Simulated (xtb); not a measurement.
xtb input (GFN2-xTB):

```bash
xtb mol.xyz --gfn 2 --sp --chrg 0 --uhf 0
```
mol.xyz:
```
2

K     -0.00000000    -0.00000000    -1.27568738
Cl     0.00000000     0.00000000     1.42576825
```

Output:

```
           -------------------------------------------------
          |                Calculation Setup                |
           -------------------------------------------------

           -------------------------------------------------
          |                 G F N 2 - x T B                 |
           -------------------------------------------------

        Reference                      10.1021/acs.jctc.8b01176
      * Hamiltonian:
        H0-scaling (s, p, d)           1.850000    2.230000    2.230000
        zeta-weighting                 0.500000
      * Dispersion:
        s8                             2.700000
        a1                             0.520000
        a2                             5.000000
        s9                             5.000000
      * Repulsion:
        kExp                           1.500000    1.000000
        rExp                           1.000000
      * Coulomb:
        alpha                          2.000000
        third order                    shell-resolved
        anisotropic                    true
        a3                             3.000000
        a5                             4.000000
        cn-shift                       1.200000
        cn-exp                         4.000000
        max-rad                        5.000000

          ...................................................
          :                      SETUP                      :
          :.................................................:
          :  # basis functions                  14          :
          :  # atomic orbitals                  13          :
          :  # shells                            5          :
          :  # electrons                         8          :
          :  max. iterations                   250          :
          :  Hamiltonian                  GFN2-xTB          :
          :  restarted?                      false          :
          :  GBSA solvation                  false          :
          :  PC potential                    false          :
          :  electronic temp.          300.0000000     K    :
          :  accuracy                    1.0000000          :
          :  -> integral cutoff          0.2500000E+02      :
          :  -> integral neglect         0.1000000E-07      :
          :  -> SCF convergence          0.1000000E-05 Eh   :
          :  -> wf. convergence          0.1000000E-03 e    :
          :  Broyden damping             0.4000000          :
          :  net charge                          0          :
          :  unpaired electrons                  0          :
          ...................................................

 iter      E             dE          RMSdq      gap      omega  full diag
   1     -4.8028741 -0.480287E+01  0.453E+00    1.94       0.0  T
   2     -4.8042465 -0.137243E-02  0.322E+00    1.31       1.0  T
   3     -4.8050581 -0.811566E-03  0.182E+00    1.71       1.0  T
   4     -4.8061006 -0.104256E-02  0.278E-01    1.49       1.0  T
   5     -4.8061180 -0.173182E-04  0.204E-01    1.49       1.0  T
   6     -4.8061487 -0.307267E-04  0.135E-01    1.48       1.0  T
   7     -4.8061510 -0.234112E-05  0.381E-02    1.49       1.9  T
   8     -4.8061514 -0.399132E-06  0.140E-02    1.48       5.1  T
   9     -4.8061514 -0.245457E-07  0.172E-03    1.48      41.1  T
  10     -4.8061515 -0.640910E-09  0.575E-04    1.48     122.9  T
  11     -4.8061515 -0.126649E-09  0.177E-05    1.48    3998.9  T

   *** convergence criteria satisfied after 11 iterations ***

         #    Occupation            Energy/Eh            Energy/eV
      -------------------------------------------------------------
         1        2.0000           -0.9725431             -26.4642
         2        2.0000           -0.3692311             -10.0473
         3        2.0000           -0.3592654              -9.7761
         4        2.0000           -0.3592654              -9.7761 (HOMO)
         5                         -0.3048312              -8.2949 (LUMO)
         6                         -0.1259531              -3.4274
         7                         -0.1259531              -3.4274
         8                          0.0700363               1.9058
         9                          0.1243183               3.3829
       ...                                ...                  ...
        13                          0.1272555               3.4628
      -------------------------------------------------------------
                  HL-Gap            0.0544342 Eh            1.4812 eV
             Fermi-level           -0.3317317 Eh           -9.0269 eV

 SCC (total)                   0 d,  0 h,  0 min,  0.003 sec
 SCC setup                      ...        0 min,  0.000 sec (  4.015%)
 Dispersion                     ...        0 min,  0.000 sec (  1.313%)
 classical contributions        ...        0 min,  0.000 sec (  0.705%)
 integral evaluation            ...        0 min,  0.000 sec ( 16.107%)
 iterations                     ...        0 min,  0.002 sec ( 59.099%)
 molecular gradient             ...        0 min,  0.000 sec ( 12.590%)
 printout                       ...        0 min,  0.000 sec (  5.540%)

         :::::::::::::::::::::::::::::::::::::::::::::::::::::
         ::                     SUMMARY                     ::
         :::::::::::::::::::::::::::::::::::::::::::::::::::::
         :: total energy              -4.804632407262 Eh    ::
         :: gradient norm              0.007860305426 Eh/a0 ::
         :: HOMO-LUMO gap              1.481230898183 eV    ::
         ::.................................................::
         :: SCC energy                -4.806151450484 Eh    ::
         :: -> isotropic ES            0.082751946073 Eh    ::
         :: -> anisotropic ES         -0.000057821853 Eh    ::
         :: -> anisotropic XC         -0.000997094567 Eh    ::
         :: -> dispersion             -0.000483633364 Eh    ::
         :: repulsion energy           0.001519043222 Eh    ::
         :: add. restraining           0.000000000000 Eh    ::
         :: total charge               0.000000000001 e     ::
         :::::::::::::::::::::::::::::::::::::::::::::::::::::

           -------------------------------------------------
          |                Property Printout                |
           -------------------------------------------------

    * Orbital Energies and Occupations

         #    Occupation            Energy/Eh            Energy/eV
      -------------------------------------------------------------
         1        2.0000           -0.9725431             -26.4642
         2        2.0000           -0.3692311             -10.0473
         3        2.0000           -0.3592654              -9.7761
         4        2.0000           -0.3592654              -9.7761 (HOMO)
         5                         -0.3048312              -8.2949 (LUMO)
         6                         -0.1259531              -3.4274
         7                         -0.1259531              -3.4274
         8                          0.0700363               1.9058
         9                          0.1243183               3.3829
        10                          0.1249640               3.4004
        11                          0.1249640               3.4004
        12                          0.1272555               3.4628
        13                          0.1272555               3.4628
      -------------------------------------------------------------
                  HL-Gap            0.0544342 Eh            1.4812 eV
             Fermi-level           -0.3317317 Eh           -9.0269 eV

     #   Z          covCN         q      C6AA      α(0)
     1  19 K        0.674     0.664   265.983    61.130
Note: The following floating-point exceptions are signalling: IEEE_UNDERFLOW_FLAG IEEE_DENORMAL
normal termination of xtb
     2  17 Cl       0.674    -0.664   121.317    16.845

 Mol. C6AA /au·bohr⁶  :        655.458599
 Mol. C8AA /au·bohr⁸  :      79779.327516
 Mol. α(0) /au        :         77.974678

Wiberg/Mayer (AO) data.
largest (>0.10) Wiberg bond orders for each atom

 ---------------------------------------------------------------------------
     #   Z sym  total        # sym  WBO       # sym  WBO       # sym  WBO
 ---------------------------------------------------------------------------
     1  19 K    0.604 --     2 Cl   0.604
     2  17 Cl   0.604 --     1 K    0.604
 ---------------------------------------------------------------------------

Topologies differ in total number of bonds
Writing topology from bond orders to xtbtopo.mol

molecular dipole:
                 x           y           z       tot (Debye)
 q only:        0.000       0.000      -3.389
   full:       -0.000      -0.000      -3.234       8.220
molecular quadrupole (traceless):
                xx          xy          yy          xz          yz          zz
 q only:        0.481       0.000       0.481       0.000       0.000      -0.961
  q+dip:       -0.226       0.000      -0.226       0.000      -0.000       0.453
   full:       -0.170       0.000      -0.170       0.000      -0.000       0.339

           -------------------------------------------------
          | TOTAL ENERGY               -4.804632407262 Eh   |
          | GRADIENT NORM               0.007860305426 Eh/α |
          | HOMO-LUMO GAP               1.481230898183 eV   |
           -------------------------------------------------

------------------------------------------------------------------------
------------------------------------------------------------------------
 total:
 SCF:
```
